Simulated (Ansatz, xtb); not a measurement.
Two structures of BH2ILiSi+

Structure a: a singlet given by its coordinates. Structure b: a singlet given by its coordinates. Both are isolated ions in the gas phase, relaxed with PBE0-D3(BJ)/def2-SVP.

a (Å):

```yaml
atoms:
  - { symbol: B, position_ang: [0.2057, -1.3170, -0.3607] }
  - { symbol: I, position_ang: [2.0352, -0.1563, -0.1475] }
  - { symbol: Li, position_ang: [-1.5083, 2.2004, 1.0150] }
  - { symbol: Si, position_ang: [-0.6182, 0.4354, -0.6304] }
  - { symbol: H, position_ang: [-0.4953, 0.5563, -2.1267] }
  - { symbol: H, position_ang: [0.2043, -2.5080, -0.2580] }
```

Close contacts (Å): B1–I2 2.18, B1–Si4 1.96, I2–Si4 2.76, Li3–Si4 2.57, B1–H6 1.20, Si4–H5 1.51.

b (Å):

```xyz
6

B    -1.9376    1.7814    2.1751
I    -1.9930    4.0657    0.7893
Li   -2.4196    3.1919   -1.8544
Si   -2.2240    1.5697    0.2448
H    -0.8087    1.7554    2.6000
H    -2.8988    1.8846    2.8971
```

Close contacts (Å): B1–I2 2.67, B1–Si4 1.96, I2–Li3 2.82, I2–Si4 2.57, Li3–Si4 2.66, B1–H5 1.21, B1–H6 1.21.

Energies in hartree; the thermal terms are from PBE0-D3(BJ)/def2-SVP harmonic frequencies (ideal gas, rigid rotor, one conformer each, 298.15 K, 1 atm) and include the zero-point energy:

```
                               a           b
E, CCSD(T)/def2-TZVP  −619.435721  −619.439551
   zero-point energy     0.021732     0.022339
        H(298 K) − E     0.028792     0.029764
        G(298 K) − E    −0.009769    −0.009501
```

Q: Work out ΔE, ΔE₀, ΔH and ΔG for a → b in kJ/mol (1 Eh = 2625.50 kJ/mol) and the equilibrium ratio [b]/[a].

A: 1. ΔE = −619.439551 − (−619.435721) = −0.003830 Eh = −10.06 kJ/mol.
2. ΔE₀ = ΔE + ΔZPE = −0.003830 + (+0.000607) Eh = −8.46 kJ/mol.
3. ΔH = ΔE + (+0.000972) Eh = −7.50 kJ/mol.
4. ΔG = ΔE + (+0.000268) Eh = −9.35 kJ/mol, so ΔS = (ΔH − ΔG)/T = +6.2 J/(mol K).
5. kT = 0.9442 mEh, so K = [b]/[a] = exp(−ΔG/kT) = exp(+3.77) ≈ 43.

Structure b is favoured at this temperature. An error of 4 kJ/mol in ΔG would change K by a factor of 5. Mirror images and further conformers aren't counted.

Other levels gave ΔE = −7.8 (PBE0-D3(BJ)/def2-SVP); −11.5 (HF/def2-TZVP); −10.4 (MP2/def2-TZVP) kJ/mol. The correlated steps freeze 10 core orbitals; the filled d shell of I is correlated; the last core shell of Li is correlated, in a basis made for valence electrons. Atoms past krypton carry core potentials in the def2 sets, without spin–orbit terms. Programs: Ansatz 0.2.0.
